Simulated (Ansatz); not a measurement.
Geometry optimisation, RKS PBE0-D4/def2-SVP in Ansatz 0.2.0.

input.yaml

```yaml
crystal:
  periodic: [false, false, false]
  atoms:
    - { symbol: Ge, position_ang: [-2.063248, 0.076685, -0.456397] }
    - { symbol: O, position_ang: [0.201882, -0.215788, 1.722551] }
    - { symbol: H, position_ang: [-1.744811, -1.418645, -0.386063] }
    - { symbol: H, position_ang: [-2.603872, 0.669268, 0.848741] }
    - { symbol: H, position_ang: [-2.969077, 0.419399, -1.651119] }
    - { symbol: H, position_ang: [1.485213, 0.173734, -0.998791] }
    - { symbol: F, position_ang: [-0.55296, 0.920158, -0.812845] }
    - { symbol: H, position_ang: [0.800712, -0.201908, 0.961031] }
    - { symbol: "N", position_ang: [2.377041, -0.244713, -0.737781] }
    - { symbol: H, position_ang: [0.077805, 0.725028, 1.894542] }
    - { symbol: H, position_ang: [2.776945, 0.291187, 0.028274] }
    - { symbol: H, position_ang: [2.21447, -1.194404, -0.412144] }
basis:
  gaussian: { orbitals: def2-SVP }
hamiltonian:
  xc: pbe0
  dispersion: d4
relax:
  f_tol: 0.03
  max_steps: 50
```

Launched with:

```bash
$ ansatz run input.yaml --threads 2 --pin off --max-ram 3072MiB --backend cpu --events-out ev --progress --plain --runs-dir out
```

Problem. Where does it end, and by what steps?

Solution. It converged. The force dipped under the threshold on the way, but the program's further checks kept it going. After 15 steps the energy has fallen by 0.027 eV; H3 moved furthest, 0.34 Å.

| step | energy less start (eV) | largest force component (eV/Å) | accepted |
| --- | --- | --- | --- |
| 0 | 0.0000 | 0.150 | yes |
| 1 | 0.0060 | 0.908 | no |
| 2 | -0.0121 | 0.324 | yes |
| 3 | -0.0163 | 0.346 | yes |
| 4 | -0.0211 | 0.295 | yes |
| 5 | -0.0109 | 0.395 | no |
| 6 | -0.0251 | 0.072 | yes |
| 7 | -0.0256 | 0.054 | yes |
| 8 | -0.0258 | 0.059 | yes |
| 9 | -0.0262 | 0.052 | yes |
| 10 | -0.0263 | 0.027 | yes |
| 11 | -0.0265 | 0.023 | yes |
| 12 | -0.0266 | 0.040 | yes |
| 13 | -0.0266 | 0.071 | yes |
| 14 | -0.0268 | 0.031 | yes |
| 15 | -0.0269 | 0.009 | yes |

```xyz
12
Properties=species:S:1:pos:R:3
Ge -1.909 0.052 -0.421
O 0.129 -0.105 1.643
H -1.411 -1.396 -0.421
H -2.548 0.525 0.887
H -2.843 0.316 -1.618
H 1.380 0.295 -0.888
F -0.530 1.101 -0.764
H 0.814 -0.194 0.961
N 2.197 -0.286 -0.708
H 0.083 0.850 1.761
H 2.726 0.081 0.077
H 1.913 -1.240 -0.509
```

Run time: 46 s on 2 threads of Intel(R) Xeon(R) CPU @ 2.80GHz (Skylake/Cascade Lake), with other jobs on the host, peak memory 0.29 GiB.
